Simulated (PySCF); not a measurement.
Working with the constants of GaPb⁺

r²SCAN constants of GaPb⁺, ³Π (triplet), unpaired electrons σ ↑, π ↑ (basis Ga cc-pVDZ-PP with ECP10, Pb cc-pVDZ-PP with ECP60; scalar-relativistic core potentials; PySCF 2.14; masses 68.9256 and 207.9766 u):

| Property | Result |
| --- | --- |
| ωe | 97.6 cm⁻¹ |
| ωexe | 0.327 cm⁻¹ |
| Be | 0.033801 cm⁻¹ |
| αe | 0.000171 cm⁻¹ |
| D (centrifugal) | 1.62e-08 cm⁻¹ |

Q: Give the vibrational terms G(v) and spacings up to v = 3.

A: G(v) = ωe(v+½) − ωexe(v+½)².

| v | G(v) (cm⁻¹) | G(v) − G(v−1) | Bv (cm⁻¹) |
| --- | --- | --- | --- |
| 0 | 48.7 |  | 0.03372 |
| 1 | 145.7 | 96.9 | 0.03354 |
| 2 | 242.0 | 96.3 | 0.03337 |
| 3 | 337.6 | 95.6 | 0.03320 |

Spin–orbit coupling is left out, which matters for elements this heavy, above all for dissociation energies. The state was picked by a PBE0 search and need not be the measured ground state.
